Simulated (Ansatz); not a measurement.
Process, species as SMILES: CCCCCSC → [CH2]SCCCCC + H atom (the C-H bond at the site shown breaks; other sites are not compared here)
Structures are relaxed separately at B3LYP-D3(BJ)/def2-TZVP in Ansatz (a program for electronic structure), one conformer each, not searched for the lowest.

Property: bond dissociation energy (electronic energy difference), in kcal/mol. Cores are frozen in the correlated levels unless marked. UHF or UKS for open shells. No spin-orbit coupling. No relativistic terms. Basis-set limits of correlation are two-point, X^-3; Hartree-Fock from the larger set. The bracket is a focal-point correction in the basis named.

RI-MP2/CBS(cc-pV(T+d)Z,cc-pV(Q+d)Z)+[CCSD(T)-MP2]/cc-pV(T+d)Z (Ansatz) gives 101.5 kcal/mol.

**Question.** Another calculation gave 95.5 kcal/mol. Which level was it?
A. r2SCAN0/def2-TZVPD (Ansatz)
B. SVWN5/def2-TZVPD (Ansatz)
C. B2GP-PLYP/def2-TZVPD (Ansatz)

**Answer.** A, r2SCAN0/def2-TZVPD (Ansatz). The others give 98.2 (B2GP-PLYP), 105.0 (SVWN5) kcal/mol.
